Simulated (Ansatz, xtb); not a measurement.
**B2Cl2F4: which of two structures lies lower**

Structure I is a singlet given by its coordinates and structure II is `F[B-]1(F)[Cl+][B-](F)(F)[Cl+]1`, a singlet. Both are isolated molecules in the gas phase, relaxed with PBE0-D4/def2-SVP.

I (Å):

```xyz
8

B    -0.4803   -0.9730   -1.0339
B     1.0076   -2.1880   -0.9792
Cl   -1.0417   -2.7524   -1.2156
Cl   -0.3686    0.0421   -2.4610
F    -2.6459   -3.5554   -1.4555
F    -0.7396   -0.4247    0.1399
F     1.7206   -2.4119   -2.0480
F     1.5170   -2.3479    0.2127
```

Close contacts (Å): B1–B2 1.92, B1–Cl3 1.87, B1–Cl4 1.75, B1–F6 1.32, B2–Cl3 2.14, B2–F7 1.30, B2–F8 1.31, Cl3–F5 1.81.

II (Å):

```xyz
8

B    -0.2838    0.4088   -0.8531
B    -1.5174   -1.9911   -0.6324
Cl    0.2276   -1.4320   -1.3968
Cl   -2.0291   -0.1502   -0.0892
F    -0.4804    1.1554   -1.9250
F     0.5147    0.8305    0.1110
F    -2.3161   -2.4133   -1.5962
F    -1.3204   -2.7373    0.4397
```

Problem. Estimate which is lower in electronic energy at CCSD(T)/def2-SVP + ΔMP2/def2-TZVPP, and by roughly how much.

Solution. The CCSD(T)/def2-SVP + ΔMP2/def2-TZVPP calculation puts structure II lower, by 122.1 kcal/mol.

The same difference at several levels:

| level | geometry | E(II) − E(I) (kcal/mol) | departure from the last row (kcal/mol) | job, with rough time for the two |
| --- | --- | --- | --- | --- |
| PBE0-D4/def2-SVP | PBE0-D4/def2-SVP | −132.0 | −9.9 | optimisation, 53 s |
| HF/def2-SVP | PBE0-D4/def2-SVP | −163.1 | −40.9 | part of the CCSD(T) run |
| MP2/def2-SVP | PBE0-D4/def2-SVP | −138.5 | −16.3 | part of the CCSD(T) run |
| CCSD(T)/def2-SVP | PBE0-D4/def2-SVP | −136.3 | −14.1 | single point |
| CCSD(T)/def2-SVP + ΔMP2/def2-TZVPP | PBE0-D4/def2-SVP | −122.1 |  | single point, 76 s |

The levels shown agree on the order. The largest departure from CCSD(T)/def2-SVP + ΔMP2/def2-TZVPP is that of HF/def2-SVP, 40.9 kcal/mol. Levels run at GFN2-xTB geometries aren't shown. The last row adds to CCSD(T) the change of the MP2 difference between the two basis sets, here +14.1 kcal/mol, a large step that makes the value less sure.

With thermal terms from frequencies at re-optimised GFN2-xTB minima (ideal gas, soft modes damped towards free rotors, one conformer each, 298.15 K, 1 atm): the zero-point term adds +1.6 kcal/mol; ΔH is −121.8 and ΔG −116.5 kcal/mol.

The correlated steps freeze 16 core orbitals. Codes used: Ansatz 0.2.0, xtb 6.7.1; the last row on 2 threads of Arm Neoverse V2 on a shared host.
